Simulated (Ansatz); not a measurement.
Isolated molecules relaxed with PBE0-D4/def2-TZVP in Ansatz; ΔE leaves out vibrations. CCSD(T)/CBS is the MP2 limit (def2-TZVPP, def2-QZVPP) plus CCSD(T) − MP2 in def2-TZVPP, frozen cores. This one scheme is used for every species. Functionals use def2-TZVPP. Each species was taken in one conformer, which may not be the lowest.

`C[O][Al]([Cl])[Cl]` + CH₃SH → `C[S][Al]([Cl])[Cl]` + CH₃OH  (ligand exchange at the Al–O bond)

Task: Is it downhill or uphill in electronic energy at CCSD(T)/CBS, and by how much? (An estimate is asked.)

Result: Ansatz gave: Uphill: ΔE = +5.6 kcal/mol.

Task: What do these levels give: r2SCANh-D4, CAM-B3LYP, RPA@PBE/def2-TZVPP, MP2/def2-SVP, HF/def2-TZVPP, HF/CBS(def2)? (Best estimate.)

Result: Computed: r2SCANh-D4 5.7, CAM-B3LYP 8.8, RPA@PBE/def2-TZVPP 7.3, MP2/def2-SVP 7.5, HF/def2-TZVPP 9.4, HF/CBS(def2) 9.9 kcal/mol.

Largest T1 diagnostic among the species: 0.010.

Leaving LDA and LC-ωPBE aside and taking each functional with its dispersion term where it has one, the values, not all of them listed here, spread over 4.9 kcal/mol, from revPBE-D4 to CAM-B3LYP-D4. In def2-TZVPP, CCSD(T) changes the Hartree–Fock value by −2.7 kcal/mol (the triples alone add −0.8 kcal/mol) and MP2 by −3.2 kcal/mol. From BLYP to BHLYP (50 % exact exchange), in def2-TZVPP and without D4, ΔE moves by +0.7 kcal/mol.
